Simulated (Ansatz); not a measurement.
Cl4H2O2W, SMILES `[OH][W]([OH])([Cl])([Cl])([Cl])[Cl]`. Charge 0, multiplicity 1. W: def2 effective core potential.

```xyz
9

O     1.588    0.242    0.861
W    -0.140    0.136    0.228
O    -1.608   -0.222   -0.829
Cl    0.976   -0.945   -1.586
Cl   -0.438   -1.868    1.341
Cl   -1.206    1.168    1.960
Cl    0.085    2.210   -0.767
H     2.415   -0.064    0.476
H    -1.671   -0.657   -1.685
```

(1) What are the harmonic wavenumbers in cm⁻¹ at PBE0-D4/def2-TZVP (Ansatz, finite differences of forces, unscaled)? (An estimate is asked.)

(2) Is this a minimum?

(3) Give the ideal-gas thermochemistry at 298.15 K and 1 bar (rigid rotor, harmonic oscillator; point group C2v, symmetry number 2).

Results:

(1) Computed: 86, 105, 108, 129, 175, 199, 202, 269, 282, 321, 346, 361, 389, 411, 435, 605, 674, 746, 810, 3872, 3875.

(2) Yes, all 21 modes are real.

(3) Zero-point energy 86.1 kJ/mol; H(298) − E = 117.0 kJ/mol; entropy 433.1 J/(mol·K), of which translation 182.3, rotation 122.1, vibration 128.8; G(298) − E = -12.2 kJ/mol. Modes under 100 cm⁻¹ are hindered rotations or soft bends, so the harmonic entropy is rough.
